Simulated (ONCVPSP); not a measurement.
**nitrogen (N) ONCV: all-electron and pseudo phase curves**

```json
{"Element": "nitrogen (N)", "Generator": "ONCVPSP 4.0.1", "Type": "optimised norm-conserving Vanderbilt (ONCV)", "Functional": "PBE", "Relativity": "scalar-relativistic", "Frozen core": "[He]", "Valence charge": "5", "Reference configuration": "2s1.75 2p3.25", "Partial waves": "2s: rc 1.00 bohr, ncon 4, nbas 8, qcut 7.2 1/bohr, 2 projectors, debl 1 Ha; 2p: rc 2.05 bohr, ncon 4, nbas 7, qcut 6.6 1/bohr, 2 projectors, debl 1.9 Ha; d scattering state at 0.02 Ha: rc 1.55 bohr, ncon 4, nbas 8, qcut 6.5 1/bohr, 2 projectors, debl 1 Ha", "Local potential": "polynomial inside 0.65 bohr (lpopt 5, dvloc0 -1 Ha)", "Core correction": "none"}
```

The phase is arctan(r·R′/R) of the radial function R(r), unwrapped; energies in Ha, scanned from -2 to 5 Ha. A pole is an energy at which the radial function vanishes at the test radius. The pseudo phase is shifted by a multiple of π to meet the all-electron one at the reference energy, and phase errors are pseudo minus all-electron; the curves can meet again beyond the range given. Levels narrower than the energy grid can be missing from the lists of poles.

**Question.** For each channel, where are the poles, and over which energies does the pseudopotential scatter like the atom?

**Answer.**

| channel | radius (bohr) | reference energy (Ha) | poles, all-electron | poles, pseudo | unbroken range about the reference energy with phases within 0.05 rad | phase error 1 Ha above the reference energy (rad) |
| --- | --- | --- | --- | --- | --- | --- |
| s | 1.01 | -0.69 | 4.67 | 4.65 | the whole range | +0.000 |
| p | 2.08 | -0.26 | 0.06, 3.65 | 0.05, 3.58 | below 4.8 | -0.002 |
| d | 1.57 | 0.02 | 4.40 | 4.18 | below 4.6 | +0.000 |

Phases in the d channel:

```csv
E (Ha),all-electron,pseudo
-1.98,1.205,1.205
-1.62,1.171,1.171
-1.26,1.129,1.129
-0.90,1.074,1.074
-0.54,0.999,0.999
-0.18,0.892,0.892
0.18,0.730,0.730
0.54,0.474,0.474
0.90,0.085,0.085
1.26,-0.385,-0.385
1.62,-0.776,-0.776
1.98,-1.033,-1.033
2.34,-1.197,-1.198
2.70,-1.308,-1.310
3.06,-1.388,-1.392
3.42,-1.449,-1.456
3.78,-1.499,-1.511
4.14,-1.542,-1.564
4.50,-1.582,-1.625
4.86,-1.620,-1.723
```
